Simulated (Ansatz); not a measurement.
Reaction (ligand exchange at the Si–S bond): `N[SiH2]S[SiH](N)F` + HBr → `N[SiH](F)Br` + `N[SiH2]S`

Isolated molecules relaxed with PBE0-D4/def2-TZVP in Ansatz; ΔE leaves out vibrations. CBS: MP2 limit from def2 TZ/QZ plus the TZ coupled-cluster correction, frozen cores. DFT in def2-TZVPP. B3LYP here is the variant with VWN-RPA as its local correlation; programs differ in this. For Br outer-core shells are correlated without core-valence functions, which leaves a few kJ/mol of doubt a bond. Scalar relativity is left out up to krypton. Each species was taken in one conformer, which may not be the lowest.

`N[SiH2]S[SiH](N)F`:

```xyz
13

N     1.210   -0.891   -1.321
Si    0.317    0.535   -1.608
S     0.176    1.954    0.028
Si   -0.220    0.584    1.576
N    -1.288   -0.623    1.009
F     1.075   -0.223    2.057
H     0.813   -1.559   -0.677
H     2.208   -0.825   -1.192
H    -1.058    0.153   -2.004
H     0.981    1.321   -2.674
H    -0.641    1.366    2.760
H    -1.478   -1.433    1.579
H    -2.096   -0.358    0.467
```

HBr:

```xyz
2

Br    0.274    0.306    0.579
H    -0.274   -0.306   -0.579
```

`N[SiH](F)Br`:

Cartesian coordinates in Å:
```
N 0.685 0.012 -0.836
Si -0.495 -0.002 0.367
F -0.833 -1.446 0.950
Br 0.259 1.173 2.075
H 1.669 -0.017 -0.627
H 0.479 -0.261 -1.783
H -1.763 0.541 -0.147
```

`N[SiH2]S`:

Cartesian coordinates in Å:
```
N -0.493 1.062 -0.822
Si 0.157 -0.387 -0.200
S -0.107 -0.519 1.931
H -1.405 1.070 -1.245
H -0.240 1.964 -0.453
H 1.619 -0.494 -0.433
H -0.556 -1.479 -0.907
H 1.025 -1.216 2.128
```

Is it downhill or uphill in electronic energy at CCSD(T)/CBS, and by how much? (Best estimate.)

Computed: Downhill: ΔE = -22.7 kJ/mol.

What do these levels give: PBE-D4, r2SCAN-D4, ωB97X-V, r2SCAN, B3LYP, HF/def2-TZVPP, SCS-MP2/def2-TZVPP, CCSD(T)/def2-TZVPP, HF/def2-QZVPP, MP2/def2-QZVPP, SCS-MP2/def2-QZVPP, HF/CBS(def2)? (Estimate.)

The calculation gave: PBE-D4 -14.7, r2SCAN-D4 -18.5, ωB97X-V -21.8, r2SCAN -21.3, B3LYP -32.5, HF/def2-TZVPP -41.4, SCS-MP2/def2-TZVPP -22.5, CCSD(T)/def2-TZVPP -18.8, HF/def2-QZVPP -42.5, MP2/def2-QZVPP -21.6, SCS-MP2/def2-QZVPP -24.9, HF/CBS(def2) -42.7 kJ/mol.

Largest T1 diagnostic among the species: 0.011.

In def2-TZVPP, CCSD(T) changes the Hartree–Fock value by +22.7 kJ/mol (the triples alone add +4.2 kJ/mol) and MP2 by +22.5 kJ/mol. The D4 term adds +14.0 kJ/mol with B3LYP and +8.2 kJ/mol with PBE0; it sums over pairs of atoms, weighted by their polarisabilities, and B3LYP, whose exchange is more repulsive, gets the larger term.
